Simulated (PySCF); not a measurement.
H3BF2Si, singlet, geometry from GFN2-xTB; BLYP/6-31G, TDA run with PySCF.

The PySCF input:
```python
from pyscf import gto, scf, dft, tdscf

mol = gto.M(
    atom='''
B    -0.41716568    0.23206616   -0.27377458
F    -1.60242112   -0.32401038   -0.45036424
F    -0.34519680    1.42040412   -0.84679148
Si    1.07976019   -0.60868293    0.71986578
H     1.64365461    0.29810122    1.72553149
H     2.18232318   -0.97353314   -0.17758990
H     0.67176937   -1.83088150    1.41721193
''',
    basis='6-31g',
    verbose=4,
)

mf = dft.RKS(mol)
mf.xc = 'blyp'
mf.kernel()
td = mf.TDA()
td.nstates = 5
td.kernel()
td.analyze()
```

The log (banner, timings and long lists left out):

```
PySCF version 2.14.0

[INPUT] verbose = 4
[INPUT] num. atoms = 7
[INPUT] num. electrons = 40
[INPUT] charge = 0
[INPUT] spin (= nelec alpha-beta = 2S) = 0
[INPUT] symmetry False subgroup None
[INPUT] Mole.unit = angstrom
[INPUT] Symbol           X                Y                Z      unit          X                Y                Z       unit  Magmom
[INPUT]  1 B     -0.417165680000   0.232066160000  -0.273774580000 AA   -0.788328883768   0.438541485179  -0.517358976068 Bohr   0.0
[INPUT]  2 F     -1.602421120000  -0.324010380000  -0.450364240000 AA   -3.028137053019  -0.612290879716  -0.851065069898 Bohr   0.0
[INPUT]  3 F     -0.345196800000   1.420404120000  -0.846791480000 AA   -0.652327411076   2.684174773004  -1.600203981815 Bohr   0.0
[INPUT]  4 Si     1.079760190000  -0.608682930000   0.719865780000 AA    2.040451039308  -1.150244034398   1.360349170646 Bohr   0.0
[INPUT]  5 H      1.643654610000   0.298101220000   1.725531490000 AA    3.106057056279   0.563329663199   3.260781935413 Bohr   0.0
[INPUT]  6 H      2.182323180000  -0.973533140000  -0.177589900000 AA    4.123993125490  -1.839711007788  -0.335596273489 Bohr   0.0
[INPUT]  7 H      0.671769370000  -1.830881500000   1.417211930000 AA    1.269460128172  -3.459864601533   2.678142408166 Bohr   0.0

nuclear repulsion = 146.102038961216
number of shells = 28
number of NR pGTOs = 124
number of NR cGTOs = 46
basis = 6-31g
ecp = {}

******** <class 'pyscf.dft.rks.RKS'> ********
method = RKS
initial guess = minao
damping factor = 0
level_shift factor = 0
DIIS = <class 'pyscf.scf.diis.CDIIS'>
diis_start_cycle = 1
diis_space = 8
diis_damp = 0
SCF conv_tol = 1e-09
SCF conv_tol_grad = None
SCF max_cycles = 50
direct_scf = True
direct_scf_tol = 1e-13
XC library pyscf.dft.libxc version 7.1.2
    S. Lehtola, C. Steigemann, M. J. T. Oliveira, and M. A. L. Marques,  SoftwareX 7, 1–5 (2018)
XC functionals = blyp
    A. D. Becke,  Phys. Rev. A 38, 3098 (1988)
    C. Lee, W. Yang, and R. G. Parr,  Phys. Rev. B 37, 785 (1988)
    B. Miehlich, A. Savin, H. Stoll, and H. Preuss,  Chem. Phys. Lett. 157, 200 (1989)
radial grids:
    Treutler-Ahlrichs [JCP 102, 346 (1995); DOI:10.1063/1.469408] (M4) radial grids

becke partition: Becke, JCP 88, 2547 (1988); DOI:10.1063/1.454033
pruning grids: <function nwchem_prune>
grids dens level: 3
symmetrized grids: False
atomic radii adjust function: <function treutler_atomic_radii_adjust>
small_rho_cutoff = 0
Set gradient conv threshold to 3.16228e-05
Initial guess from minao.
tot grids = 91176
init E= -516.024007995171
  HOMO = -0.324617827204348  LUMO = -0.0829116994149826  gap/eV = 6.57716
cycle= 1 E= -515.692793783509  delta_E= 0.331  |g|= 0.736  |ddm|= 2.37
  HOMO = -0.212004341547958  LUMO = -0.045651265643277  gap/eV = 4.52670
cycle= 2 E= -515.364273378369  delta_E= 0.329  |g|= 1.58  |ddm|= 1.41
  HOMO = -0.281895125758781  LUMO = -0.0584781498568705  gap/eV = 6.07949
cycle= 3 E= -515.785916788075  delta_E= -0.422  |g|= 0.0327  |ddm|= 0.987
  HOMO = -0.291033355334561  LUMO = -0.065687912194397  gap/eV = 6.13196
cycle= 4 E= -515.786308996386  delta_E= -0.000392  |g|= 0.0137  |ddm|= 0.0655
  HOMO = -0.288931935257184  LUMO = -0.0638677349526753  gap/eV = 6.12431
cycle= 5 E= -515.786350851367  delta_E= -4.19e-05  |g|= 0.0062  |ddm|= 0.0162
  HOMO = -0.289030982656497  LUMO = -0.0639886847944129  gap/eV = 6.12371
cycle= 6 E= -515.786357599771  delta_E= -6.75e-06  |g|= 0.00153  |ddm|= 0.00472
  HOMO = -0.289173910566347  LUMO = -0.0641348014234917  gap/eV = 6.12363
cycle= 7 E= -515.786358081238  delta_E= -4.81e-07  |g|= 0.0003  |ddm|= 0.00177
  HOMO = -0.289162465964038  LUMO = -0.0641218914566108  gap/eV = 6.12367
cycle= 8 E= -515.786358104753  delta_E= -2.35e-08  |g|= 2.14e-05  |ddm|= 0.000354
  HOMO = -0.28916353793615  LUMO = -0.0641237469214579  gap/eV = 6.12364
cycle= 9 E= -515.786358104893  delta_E= -1.4e-10  |g|= 6.37e-06  |ddm|= 4.89e-05
  HOMO = -0.289163760804474  LUMO = -0.064123161608876  gap/eV = 6.12367
Extra cycle  E= -515.786358104894  delta_E= -1.14e-12  |g|= 6.78e-06  |ddm|= 2.26e-05
converged SCF energy = -515.786358104894

******** <class 'pyscf.tdscf.rks.TDA'> for <class 'pyscf.dft.rks.RKS'> ********
nstates = 5 singlet
deg_eia_thresh = 1.000e-03
wfnsym = None
conv_tol = 1e-05
eigh lindep = 1e-12
eigh level_shift = 0
eigh max_cycle = 100

Excitation energies (eV)
[6.66792263 7.04985337 7.51311981 7.82414903 8.81404527]

** Singlet excitation energies and oscillator strengths **
Excited State   1:      6.66792 eV    185.94 nm  f=0.0309
      19 -> 21       -0.20938
      20 -> 21        0.66599
Excited State   2:      7.04985 eV    175.87 nm  f=0.0297
      19 -> 21        0.66799
      20 -> 21        0.19542
Excited State   3:      7.51312 eV    165.02 nm  f=0.0841
      18 -> 21       -0.67745
      20 -> 23       -0.11666
Excited State   4:      7.82415 eV    158.46 nm  f=0.0014
      17 -> 21       -0.70599
Excited State   5:      8.81405 eV    140.67 nm  f=0.0051
      16 -> 21        0.31293
      19 -> 23       -0.11471
      20 -> 22        0.60603

** Transition electric dipole moments (AU) **
state          X           Y           Z        Dip. S.      Osc.
  1         0.1263     -0.1583     -0.3850      0.1892      0.0309
  2         0.0406     -0.2568     -0.3235      0.1722      0.0297
  3         0.6613     -0.1177      0.0750      0.4568      0.0841
  4        -0.0154      0.0570      0.0609      0.0072      0.0014
  5        -0.1369     -0.0698     -0.0003      0.0236      0.0051

** Transition velocity dipole moments (imaginary part, AU) **
state          X           Y           Z        Dip. S.      Osc.
  1         0.0079     -0.0075     -0.0207      0.0005      0.0015
  2         0.0037     -0.0343     -0.0380      0.0026      0.0068
  3         0.0817     -0.0046     -0.0000      0.0067      0.0162
  4        -0.0018      0.0088      0.0086      0.0002      0.0004
  5        -0.0322     -0.0161     -0.0013      0.0013      0.0027

** Transition magnetic dipole moments (imaginary part, AU) **
state          X           Y           Z
  1        -0.2329     -0.4592      0.1338
  2        -0.4604     -0.0160     -0.1127
  3        -0.0397     -0.1125     -0.0697
  4        -0.2174      0.1500     -0.1601
  5         0.0513     -0.0880     -0.2559
```
